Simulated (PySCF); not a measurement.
Compound: 1,4-dibromobenzene, C₆H₄Br₂.
SMILES: `c1(ccc(Br)cc1)Br`

Computed with TDDFT B3LYP/def2-SVPD, vertical, gas phase, core orbitals frozen in the response (PySCF 2.14.0, density-fitted response routines). Geometry: PBE0-D3(BJ)/def2-SVP; no solvent, vibrations or thermal averaging. The B3LYP/def2-SVPD calculation is non-relativistic and has no spin–orbit coupling, an omission that weighs most on bromine.

**Question.** What does the calculation give for the low-lying excited states?

**Answer.** 

```tsv
state	E (eV)	λ (nm)	f	|μ| (D)	main configurations (H = HOMO, L = LUMO)
S1	4.80	258.3	0.0058	0.57	H→L (81%), H-1→L+1 (16%)
S2	5.19	239.0	0.0000	0.00	H→L+2 (98%)
S3	5.24	236.7	0.329	4.07	H→L+1 (90%)
S4	5.54	223.9	0.0015	0.27	H→L+3 (94%)
S5	6.04	205.4	0.0000	0.00	H-2→L+1 (97%)
S6	6.11	202.8	0.0000	0.00	H-2→L (97%)
S7	6.17	200.9	0.0000	0.00	H-4→L+1 (96%)
S8	6.20	199.9	0.0000	0.00	H-1→L+2 (99%)
S9	6.27	197.7	0.0020	0.29	H-4→L (97%)
S10	6.30	196.9	0.148	2.49	H-1→L+1 (68%), H→L (13%), H-5→L (9%)
```

Triplets, Tamm–Dancoff:

```csv
state,E (eV),λ (nm),"main configurations (H = HOMO, L = LUMO)"
T1,3.79,326.8,"H→L+1 (79%), H-1→L (13%)"
T2,4.19,295.6,H→L (91%)
T3,4.57,271.5,"H-1→L (82%), H→L+1 (14%)"
T4,4.85,255.5,H→L+2 (93%)
```

The lowest singlet comes at 258 nm (463 kJ/mol) in the ultraviolet; it is weak; its leading configuration is HOMO→LUMO (81%). The strongest level in the table is S3 at 5.24 eV (237 nm, f = 0.329). Löwdin shares by element: HOMO bromine 46%, carbon 30% or more (atoms not listed hold the other 24%); LUMO (one of a set within 0.03 eV) carbon 73% or more (atoms not listed hold the other 27%). The oscillator strengths of these states sum to 0.486; summed over the whole spectrum of an exact calculation they would give the number of electrons, 110 (Thomas–Reiche–Kuhn). Of the 10 states listed, 2 reach f = 0.01 and 5 stay under 0.0005. Orbital energies (eV): HOMO-3 -8.33, HOMO-2 -8.20, HOMO-1 -7.86, HOMO -6.83, LUMO -1.21, LUMO+1 -1.21, LUMO+2 -0.67. All these states lie below the vertical ionisation energy of 8.67 eV (ΔSCF). Singlets were solved by full linear response, triplets in the Tamm–Dancoff approximation.

On an x86-64 server with one thread, no GPU, shared host, this took 5.7 min of wall time.
